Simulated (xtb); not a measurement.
CaF2 (SMILES [F][Ca][F]), singlet, from a rough starting geometry (GFN-xTB shapes and energies of metal compounds can be far from the true ones); GFN2-xTB (xtb).

xtb was given this input:
```
$ xtb mol.xyz --gfn 2 --opt vtight --json

# file mol.xyz
3

Ca     0.07515335    -0.02519565    -0.03441077
F     -0.23209088     1.38770019    -1.22648635
F      0.22166640    -1.43442158     1.23979122
```

Question: Write the output that xtb gives for this input, abridged.

Answer: 
```
   ID    Z sym.   atoms
    1   20 Ca     1
    2    9 F      2, 3

           -------------------------------------------------
          |                Calculation Setup                |
           -------------------------------------------------

           -------------------------------------------------
          |                 G F N 2 - x T B                 |
           -------------------------------------------------

          ...................................................
          :                      SETUP                      :
          :.................................................:
          :  # basis functions                  18          :
          :  # atomic orbitals                  17          :
          :  # shells                            7          :
          :  # electrons                        16          :
          :  max. iterations                   250          :
          :  Hamiltonian                  GFN2-xTB          :
          :  restarted?                      false          :
          :  GBSA solvation                  false          :
          :  PC potential                    false          :
          :  electronic temp.          300.0000000     K    :
          :  accuracy                    1.0000000          :
          :  -> integral cutoff          0.2500000E+02      :
          :  -> integral neglect         0.1000000E-07      :
          :  -> SCF convergence          0.1000000E-05 Eh   :
          :  -> wf. convergence          0.1000000E-03 e    :
          :  Broyden damping             0.4000000          :
          :  net charge                          0          :
          :  unpaired electrons                  0          :
          ...................................................

 iter      E             dE          RMSdq      gap      omega  full diag
   1     -6.8571628 -0.685716E+01  0.427E+01    0.24       0.0  T
   2     -9.5160714 -0.265891E+01  0.225E+01   15.93       1.0  T
   3     -9.7282898 -0.212218E+00  0.265E+01    8.18       1.0  T
   4     -9.7543025 -0.260127E-01  0.259E+01    7.47       1.0  T
   5     -9.8621683 -0.107866E+00  0.163E+01    1.02       1.0  T
   6     -9.8650300 -0.286168E-02  0.161E+01    1.03       1.0  T
   7     -9.8019671  0.630628E-01  0.195E+01    0.91       1.0  T
   8     -9.7450956  0.568715E-01  0.220E+01    0.81       1.0  T
   9     -9.9850875 -0.239992E+00  0.975E+00    1.58       1.0  T
  10     -9.9996981 -0.146106E-01  0.691E+00    1.65       1.0  T
  11    -10.0268064 -0.271083E-01  0.110E+00    2.27       1.0  T
  12    -10.0076958  0.191106E-01  0.471E+00    1.65       1.0  T
  13    -10.0258745 -0.181787E-01  0.214E+00    1.93       1.0  T
  14    -10.0255220  0.352450E-03  0.228E+00    1.92       1.0  T
  15    -10.0262988 -0.776732E-03  0.205E+00    1.94       1.0  T
  16    -10.0289063 -0.260750E-02  0.578E-01    2.05       1.0  T
  17    -10.0289220 -0.157844E-04  0.400E-01    2.04       1.0  T
  18    -10.0290558 -0.133776E-03  0.161E-01    2.07       1.0  T
  19    -10.0290738 -0.179585E-04  0.942E-02    2.07       1.0  T
  20    -10.0290847 -0.108929E-04  0.196E-02    2.08       2.9  T
  21    -10.0290853 -0.654379E-06  0.109E-02    2.09       5.3  T
  22    -10.0290855 -0.123984E-06  0.136E-03    2.09      42.6  T
  23    -10.0290855 -0.882734E-08  0.464E-04    2.09     124.6  T
  24    -10.0290855 -0.486651E-09  0.478E-04    2.09     120.7  T

   *** convergence criteria satisfied after 24 iterations ***

         :::::::::::::::::::::::::::::::::::::::::::::::::::::
         ::                     SUMMARY                     ::
         :::::::::::::::::::::::::::::::::::::::::::::::::::::
         :: total energy             -10.019125314522 Eh    ::
         :: gradient norm              0.007038157363 Eh/a0 ::
         :: HOMO-LUMO gap              2.087653902040 eV    ::
         ::.................................................::
         :: SCC energy               -10.029085488277 Eh    ::
         :: -> isotropic ES            0.140364100990 Eh    ::
         :: -> anisotropic ES          0.009427975314 Eh    ::
         :: -> anisotropic XC          0.000434025067 Eh    ::
         :: -> dispersion             -0.000809125904 Eh    ::
         :: repulsion energy           0.009960173755 Eh    ::
         :: add. restraining           0.000000000000 Eh    ::
         :: total charge              -0.000000000000 e     ::
         :::::::::::::::::::::::::::::::::::::::::::::::::::::

      -----------------------------------------------------------
     |                   =====================                   |
     |                        A N C O P T                        |
     |                   =====================                   |
     |               Approximate Normal Coordinate               |
     |                Rational Function Optimizer                |
      -----------------------------------------------------------
      -----------------------------------------------------------
     |                   =====================                   |
     |                        A N C O P T                        |
     |                   =====================                   |
     |               Approximate Normal Coordinate               |
     |                Rational Function Optimizer                |
      -----------------------------------------------------------

          ...................................................
          :                      SETUP                      :
          :.................................................:
          :   optimization level         verytight          :
          :   max. optcycles                   200          :
          :   ANC micro-cycles                  20          :
          :   degrees of freedom                 3          :
          :.................................................:
[...]
 * total energy  :   -10.0207934 Eh     change       -0.7318529E-03 Eh
 * total energy  :   -10.0218040 Eh     change       -0.1010656E-02 Eh
 * total energy  :   -10.0228886 Eh     change       -0.1084526E-02 Eh
 * total energy  :   -10.0232541 Eh     change       -0.3655594E-03 Eh
 * total energy  :   -10.0256163 Eh     change       -0.2362153E-02 Eh
 * total energy  :   -10.0265384 Eh     change       -0.9221015E-03 Eh
 * total energy  :   -10.0289961 Eh     change       -0.2457675E-02 Eh
 * total energy  :   -10.0293622 Eh     change       -0.3661741E-03 Eh
 * total energy  :   -10.0294179 Eh     change       -0.5572007E-04 Eh
 * total energy  :   -10.0294282 Eh     change       -0.1022651E-04 Eh
 * total energy  :   -10.0294434 Eh     change       -0.1524325E-04 Eh
 * total energy  :   -10.0294437 Eh     change       -0.2875940E-06 Eh
 * total energy  :   -10.0294437 Eh     change       -0.2725257E-07 Eh
   *** GEOMETRY OPTIMIZATION CONVERGED AFTER 17 ITERATIONS ***
[...]
          :  # electrons                        16          :
          :  max. iterations                   250          :
          :  Hamiltonian                  GFN2-xTB          :
          :  restarted?                      false          :
          :  GBSA solvation                  false          :
          :  PC potential                    false          :
          :  electronic temp.          300.0000000     K    :
          :  accuracy                    1.0000000          :
          :  -> integral cutoff          0.2500000E+02      :
          :  -> integral neglect         0.1000000E-07      :
          :  -> SCF convergence          0.1000000E-05 Eh   :
          :  -> wf. convergence          0.1000000E-03 e    :
          :  Broyden damping             0.4000000          :
          :  net charge                          0          :
          :  unpaired electrons                  0          :
          ...................................................

 iter      E             dE          RMSdq      gap      omega  full diag
   1    -10.0392552 -0.100393E+02  0.677E-05    2.42       0.0  T
   2    -10.0392552  0.573586E-11  0.478E-05    2.42    1208.1  T
   3    -10.0392552 -0.886047E-11  0.417E-05    2.42    1384.8  T

   *** convergence criteria satisfied after 3 iterations ***

         :::::::::::::::::::::::::::::::::::::::::::::::::::::
         ::                     SUMMARY                     ::
         :::::::::::::::::::::::::::::::::::::::::::::::::::::
         :: total energy             -10.029443733885 Eh    ::
         :: gradient norm              0.000008810771 Eh/a0 ::
         :: HOMO-LUMO gap              2.415997259961 eV    ::
         ::.................................................::
         :: SCC energy               -10.039255206372 Eh    ::
         :: -> isotropic ES            0.141155101200 Eh    ::
         :: -> anisotropic ES          0.006478964891 Eh    ::
         :: -> anisotropic XC         -0.001950719199 Eh    ::
         :: -> dispersion             -0.000856072108 Eh    ::
         :: repulsion energy           0.009811472487 Eh    ::
         :: add. restraining           0.000000000000 Eh    ::
         :: total charge               0.000000000000 e     ::
         :::::::::::::::::::::::::::::::::::::::::::::::::::::

           -------------------------------------------------
          |                Property Printout                |
           -------------------------------------------------

    * Orbital Energies and Occupations

         #    Occupation            Energy/Eh            Energy/eV
      -------------------------------------------------------------
         1        2.0000           -0.7802770             -21.2324
         2        2.0000           -0.7741989             -21.0670
         3        2.0000           -0.4945096             -13.4563
         4        2.0000           -0.4767913             -12.9742
         5        2.0000           -0.4731296             -12.8745
         6        2.0000           -0.4694326             -12.7739
         7        2.0000           -0.4692658             -12.7694
         8        2.0000           -0.4690215             -12.7627 (HOMO)
         9                         -0.3802352             -10.3467 (LUMO)
        10                         -0.1821740              -4.9572
        11                         -0.0837280              -2.2784
        12                         -0.0574267              -1.5627
        13                          0.0453595               1.2343
        14                          0.0636996               1.7334
        15                          0.0719207               1.9571
        16                          0.2893921               7.8748
        17                          0.4691319              12.7657
      -------------------------------------------------------------
                  HL-Gap            0.0887863 Eh            2.4160 eV
             Fermi-level           -0.4246284 Eh          -11.5547 eV

     #   Z          covCN         q      C6AA      α(0)
     1  20 Ca       1.212     0.716   530.072    83.405
     2   9 F        0.606    -0.358    13.046     4.261
     3   9 F        0.606    -0.358    13.046     4.261

 Mol. C6AA /au·bohr⁶  :        801.163169
 Mol. C8AA /au·bohr⁸  :      91618.558570
 Mol. α(0) /au        :         91.925757

Wiberg/Mayer (AO) data.
largest (>0.10) Wiberg bond orders for each atom

 ---------------------------------------------------------------------------
     #   Z sym  total        # sym  WBO       # sym  WBO       # sym  WBO
 ---------------------------------------------------------------------------
     1  20 Ca   2.010 --     2 F    1.005     3 F    1.005
     2   9 F    1.100 --     1 Ca   1.005
     3   9 F    1.100 --     1 Ca   1.005
 ---------------------------------------------------------------------------

Topologies differ in total number of bonds
Writing topology from bond orders to xtbtopo.mol

molecular dipole:
                 x           y           z       tot (Debye)
 q only:        1.384      -0.228      -0.519
   full:        2.206      -0.363      -0.827       6.058
molecular quadrupole (traceless):
                xx          xy          yy          xz          yz          zz
 q only:        3.786       0.494      -2.565      -1.278       4.526      -1.221
  q+dip:        5.785       0.139      -3.791      -2.354       5.343      -1.995
   full:        5.846       0.922      -3.994      -1.867       7.410      -1.852

optimized geometry written to: xtbopt.xyz

           -------------------------------------------------
          | TOTAL ENERGY              -10.029443733885 Eh   |
          | GRADIENT NORM               0.000008810771 Eh/α |
          | HOMO-LUMO GAP               2.415997259961 eV   |
           -------------------------------------------------

normal termination of xtb
```
